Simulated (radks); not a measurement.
Effect of the nuclear size on the dysprosium ion Dy2+, [Xe] 4f10. Calculated with a radial shooting solver on a logarithmic mesh with Libxc functionals: Dirac Kohn-Sham, exchange-only LDA, spin-unpolarised, spherical densities, finite nucleus; open shells fill j = l - 1/2 first; Fermi nuclear charge, rms radius 5.2218 fm. The rms radius is varied about that value; shifts are against it.

rms radius (fm)  total energy shift (eV)  density at nucleus (e/bohr^3)  1s1/2 shift (meV)  2s1/2 shift (meV)  4p1/2 shift (meV)  5s1/2 shift (meV)  5p1/2 shift (meV)  4f7/2 shift (meV)  6s1/2 (empty) shift (meV)
4.3132                             -8.35                      7.765e+05              -3430               -450              0.179              -3.72              0.070              0.345                     -0.517
4.8876                             -3.21                      7.506e+05              -1320               -173              0.068              -1.43              0.027              0.133                     -0.198
5.2218                                 0                      7.372e+05              0.000              0.000              0.000              0.000              0.000              0.000                      0.000
5.6448                              4.28                      7.218e+05               1760                231             -0.091               1.90             -0.036             -0.177                      0.265
6.2975                              11.4                      7.006e+05               4670                612             -0.239               5.05             -0.094             -0.469                      0.703

Slopes of the eigenvalues against <r^2> in GHz/fm^2, as finite differences over the two radii next to the reference (eigenvalue slopes, not the field-shift constants of lines): 1s1/2 93400, 2s1/2 12200, 4p1/2 -4.83, 5s1/2 101, 5p1/2 -1.89, 4f7/2 -9.38, 6s1/2 (empty) 14.0.
